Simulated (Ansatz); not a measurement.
Steps of a relaxation of C2H3BOSe, SMILES `C=C1OB1[SeH]` with RKS PBE0-D4/def2-TZVP.

```sh
$ ansatz run in.yaml --threads 4 --pin off --events-out ev --progress --plain --max-ram 10444MiB
```

```yaml
crystal:
  periodic: [false, false, false]
  atoms:
    - {symbol: C, position_ang: [0.272142, 1.767270, -0.585065]}
    - {symbol: C, position_ang: [0.077423, 0.512218, -0.182546]}
    - {symbol: O, position_ang: [1.002129, -0.440170, 0.431798]}
    - {symbol: B, position_ang: [-0.289370, -0.868265, 0.223034]}
    - {symbol: Se, position_ang: [-1.386698, -2.415008, 0.487547]}
    - {symbol: H, position_ang: [-0.561294, 2.326605, -1.033948]}
    - {symbol: H, position_ang: [1.253040, 2.257867, -0.488772]}
    - {symbol: H, position_ang: [-0.275272, -3.197617, 1.092151]}
basis:
  gaussian: {orbitals: def2-TZVP}
hamiltonian: {xc: pbe0, dispersion: d4}
relax: {f_tol: 0.005, max_steps: 150}
```

Positions (Å) and forces (eV/Å) along the path, 8 of 8 steps:

```xyz
8
step=1 energy=-70183.9018 eV
C     0.272    1.767   -0.585   -0.087   -0.568    0.145
C     0.077    0.512   -0.183    0.383    0.436   -0.036
O     1.002   -0.440    0.432   -0.892    0.148   -0.307
B    -0.289   -0.868    0.223    0.539    0.390    0.012
Se   -1.387   -2.415    0.488    0.411    0.022    0.105
H    -0.561    2.327   -1.034    0.451   -0.332    0.266
H     1.253    2.258   -0.489   -0.538   -0.285   -0.040
H    -0.275   -3.198    1.092   -0.267    0.189   -0.146
8
step=2 energy=-70183.9390 eV
C     0.273    1.749   -0.592   -0.054   -0.045    0.100
C     0.080    0.511   -0.187    0.204   -0.080    0.096
O     0.998   -0.432    0.430   -0.452    0.086   -0.175
B    -0.285   -0.859    0.222    0.258    0.164    0.002
Se   -1.377   -2.398    0.484    0.088    0.033    0.011
H    -0.557    2.306   -1.017    0.138   -0.097    0.029
H     1.238    2.240   -0.481   -0.138   -0.080   -0.046
H    -0.277   -3.174    1.084   -0.045    0.020   -0.017
8
step=3 energy=-70183.9338 eV rejected
C     0.260    1.757   -0.547    0.100    0.091   -0.402
C     0.075    0.520   -0.163    0.066   -0.211    0.114
O     0.993   -0.429    0.422   -0.039    0.068    0.010
B    -0.282   -0.853    0.222   -0.038   -0.029    0.030
Se   -1.369   -2.392    0.478   -0.074    0.012   -0.024
H    -0.546    2.286   -1.037   -0.051    0.063    0.138
H     1.238    2.222   -0.505   -0.018    0.050    0.112
H    -0.278   -3.169    1.076    0.054   -0.044    0.022
8
step=4 energy=-70183.9436 eV
C     0.268    1.748   -0.583    0.124   -0.018    0.047
C     0.100    0.512   -0.173   -0.120   -0.073   -0.013
O     1.003   -0.432    0.431    0.059    0.085   -0.012
B    -0.273   -0.854    0.225   -0.068    0.000   -0.019
Se   -1.376   -2.384    0.477    0.022    0.004    0.005
H    -0.562    2.287   -1.017   -0.020   -0.022    0.002
H     1.226    2.245   -0.494    0.005    0.024   -0.010
H    -0.293   -3.178    1.079   -0.003    0.000   -0.002
8
step=5 energy=-70183.9439 eV
C     0.275    1.747   -0.580   -0.044    0.004   -0.015
C     0.097    0.511   -0.174    0.059    0.071   -0.007
O     1.002   -0.427    0.430   -0.041   -0.033   -0.003
B    -0.276   -0.853    0.224    0.031   -0.047    0.029
Se   -1.375   -2.385    0.478   -0.014    0.012   -0.009
H    -0.562    2.277   -1.013   -0.007    0.032   -0.016
H     1.228    2.255   -0.498   -0.003   -0.046    0.019
H    -0.296   -3.182    1.079    0.019    0.007    0.003
8
step=6 energy=-70183.9445 eV
C     0.272    1.747   -0.581   -0.011    0.017   -0.009
C     0.088    0.512   -0.177   -0.021    0.017   -0.012
O     0.992   -0.427    0.427    0.036   -0.032    0.022
B    -0.284   -0.855    0.223   -0.024    0.009   -0.010
Se   -1.374   -2.392    0.481    0.019    0.013    0.000
H    -0.555    2.292   -1.017    0.009   -0.011    0.006
H     1.233    2.238   -0.490   -0.005   -0.008    0.001
H    -0.280   -3.172    1.080   -0.004   -0.006    0.001
8
step=7 energy=-70183.9446 eV
C     0.271    1.748   -0.581    0.000    0.000    0.000
C     0.088    0.512   -0.177    0.001   -0.007    0.002
O     0.993   -0.428    0.427    0.003    0.003    0.001
B    -0.283   -0.854    0.222   -0.002    0.004   -0.003
Se   -1.373   -2.391    0.481   -0.003    0.000   -0.001
H    -0.555    2.292   -1.017   -0.002    0.000    0.000
H     1.233    2.239   -0.490    0.001   -0.001    0.000
H    -0.282   -3.174    1.080    0.002    0.001    0.000
8
step=8 energy=-70183.9446 eV
C     0.272    1.747   -0.581    0.000    0.000   -0.001
C     0.088    0.512   -0.177    0.002   -0.002    0.002
O     0.993   -0.428    0.427    0.001    0.000   -0.001
B    -0.283   -0.854    0.222   -0.002    0.002    0.000
Se   -1.373   -2.391    0.480    0.000    0.000    0.000
H    -0.556    2.291   -1.017   -0.001    0.000   -0.001
H     1.233    2.238   -0.490    0.000    0.000    0.001
H    -0.282   -3.173    1.080    0.000   -0.001    0.000
```

Run time 32 s (4 threads of an Arm Neoverse V1 on a shared host); peak host memory 0.48 GiB.
